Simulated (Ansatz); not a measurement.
Born–Oppenheimer molecular dynamics of a periodic cell of 17 atoms, Si$_{16}$O (host Si, host structure diamond, interstitial O). It goes on from the last frame of an earlier run, with new velocities.

All numbers below come from Ansatz 0.2.0, DFT PBE, scalar-relativistic, plane waves, PAW. Settings: accuracy low, cutoff 420 eV, k mesh 2x2x2, fermi-dirac smearing 0.02 eV, spin collinear.

* ensemble: NVE (velocity Verlet)
* time step: 1 fs
* steps asked: 100
* starting velocities drawn for: 840 K
* seed: 97827

First frame:

```xyz
17
Lattice="0.0000 5.4300 5.4300 5.4300 0.0000 5.4300 5.4300 5.4300 0.0000" Properties=species:S:1:pos:R:3
Si 0.135 0.235 -0.062
Si 1.291 1.288 1.560
Si 2.687 2.764 0.176
Si 4.195 4.165 1.280
Si 2.817 -0.027 3.000
Si 4.372 1.582 3.863
Si 5.703 2.953 2.702
Si 6.777 4.199 4.330
Si -0.141 2.598 2.807
Si 1.341 4.272 4.036
Si 2.918 5.298 2.799
Si 4.142 6.792 4.300
Si 3.037 2.823 5.172
Si 3.865 3.898 6.951
Si 5.354 5.285 5.709
Si 6.714 6.516 7.038
O 7.623 6.879 5.551
```

Question: What does the run give?

Answer: All steps were run.

* steps done: 100
* time covered: 100 fs
* mean temperature over the second half: 658 K
* spread of the potential energy over the second half: 7.8 meV per atom
* mean potential energy of the second half above the start: 22.1 meV per atom

The conserved energy stayed within 0.049 meV per atom of its start (net change -0.031 meV per atom), so the integration is sound. A run of 0.1 ps of so small a system gives no equilibrium averages. Limits of this set-up: low accuracy level.

Question: What happens to the structure?

Answer: Mean squared displacements from the first frame to the last, about the centre of mass: Si 0.10 Å², O 0.06 Å². This is one draw of velocities; another would differ in detail.

Question: How do temperature and energy run in time?

Answer: 
| time (fs) | T (K) | potential energy less start (eV) | conserved less start (meV/atom) |
| --- | --- | --- | --- |
| 0.0 | 840 | 0.000 | 0.00 |
| 8.0 | 899 | -0.122 | -0.02 |
| 16.0 | 819 | 0.044 | 0.00 |
| 24.0 | 761 | 0.163 | 0.01 |
| 32.0 | 752 | 0.181 | -0.03 |
| 40.0 | 700 | 0.290 | 0.01 |
| 48.0 | 712 | 0.263 | -0.04 |
| 56.0 | 563 | 0.574 | 0.02 |
| 64.0 | 603 | 0.490 | 0.01 |
| 72.0 | 740 | 0.206 | -0.03 |
| 80.0 | 730 | 0.228 | 0.00 |
| 88.0 | 685 | 0.320 | -0.03 |
| 96.0 | 617 | 0.462 | 0.01 |

The run took 21 min on 1 thread of Arm Neoverse V2, on a shared host, peak memory 0.69 GiB.
